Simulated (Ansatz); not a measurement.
Consider the atomization: `B[CH]1C[O][GeH2]1` → B• + 2 C• + Ge• + 7 H• + O•.

Calculated with Ansatz (gas phase, PBE0-D4/def2-TZVP geometries, no zero-point term in ΔE). CCSD(T)/CBS is the MP2 limit (def2-TZVPP, def2-QZVPP) plus CCSD(T) − MP2 in def2-TZVPP, frozen cores. This one scheme is used for every species, atoms too. Functionals use def2-TZVPP. HSE06 is defined as in plane-wave codes. No spin–orbit coupling; open shells (•) take unrestricted orbitals. Spin–orbit coupling would lower the free atoms: a little for B, C, O; clearly for Ge. For Ge outer-core shells are correlated without core-valence functions, so the limit isn't a true one: a few kJ/mol of doubt a bond, and 10 to 20 or more in all where bonds break to atoms. Scalar relativity is left out up to krypton.

CCSD(T)/CBS gives +1037.2 kcal/mol.

**Question.** Another level gave +1016.8 kcal/mol. Which?
A. BLYP-D4/def2-TZVPP
B. HSE06/def2-TZVPP
C. BHLYP/def2-TZVPP
D. BLYP/def2-TZVPP

**Answer.** D. BLYP 1016.8, BLYP-D4 1030.3, HSE06 1035.9, BHLYP 1000.2 kcal/mol.

Largest T1 diagnostic among the species: 0.014.

In def2-TZVPP, CCSD(T) changes the Hartree–Fock value by +256.6 kcal/mol (the triples alone add +15.8 kcal/mol) and MP2 by +272.7 kcal/mol; breaking electron pairs costs correlation energy, which Hartree–Fock lacks. From PBE to PBE0 (25 % exact exchange), in def2-TZVPP and without D4, ΔE moves by −14.8 kcal/mol: exact exchange takes away binding that semilocal exchange gives to molecules.

For atomizations the MP2-based limit and the directly extrapolated one differ by several kJ/mol either way, and by 10 to 25 for some Ge, Se and Sn compounds, so smaller differences from it don't rank the levels.
